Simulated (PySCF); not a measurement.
`N#C[BH2-][AsH3+]`. Theory: PySCF, PBE0-D3(BJ)/def2-SVP geometry optimisation, gas phase.

```
atom  x, y, z in Å
N1     2.0028    1.9131    0.5348
C2     1.5349    0.9483    0.0900
B3     0.8518   -0.3365   -0.4839
As4   -1.0888   -0.2253    0.2112
H5     0.7150   -0.3476   -1.6923
H6     1.2545   -1.3836   -0.0146
H7    -1.2949   -0.2091    1.7021
H8    -2.0096   -1.3468   -0.1896
H9    -1.9085    0.9710   -0.1920
```

Q: What is the repulsion energy of the bare nuclei, Σ ZA·ZB/RAB?

A: 214.10 Eh over 36 pairs, with full nuclear charges and distances in bohr; the largest single term is 42.30 Eh (B3 with As4).

Q: Work out the bond lengths C2–B3, B3–As4, B3–H5, B3–H6, As4–H7 in bohr.

A: For C2–B3 the difference vector is (-0.6831, -1.2848, -0.5739) Å, of length 1.5642 Å. 1 bohr = 0.529177 Å. C2–B3 2.956; B3–As4 3.901; B3–H5 2.298; B3–H6 2.298; As4–H7 2.844 bohr.

Q: What are the angles C2–B3–H5, As4–B3–H6, As4–B3–H5, H7–As4–H8, H7–As4–H9?

A: From the scalar product of the two bond vectors; for C2–B3–H5 it is -0.8012 Å² over 1.5642 × 1.2162 Å², cos θ = -0.4212. C2–B3–H5 114.9°; As4–B3–H6 103.2°; As4–B3–H5 103.3°; H7–As4–H8 100.8°; H7–As4–H9 100.5°.

Q: Where is the centre of mass (commonest isotopes), and what is the radius of gyration?

A: Mass 116.973 u; centre at (-0.248, 0.130, 0.160) Å; Rg = √(Σ m r²/M) = 1.515 Å. As Ia + Ib + Ic = 2 Σ m r², the three principal moments sum to 537.0 u·Å².

Q: Write the matrix of distances between heavy atoms (Å, lower triangle).

A: 
```
N1    0.000
C2    1.161  0.000
B3    2.725  1.564  0.000
As4   3.773  2.877  2.064  0.000
```

The point group is Cs within 0.08 Å; differences among equivalent distances and angles are scatter left by the optimiser. No PBE0-D3(BJ)/def2-SVP frequencies stand behind this structure, so it isn't proved a minimum.
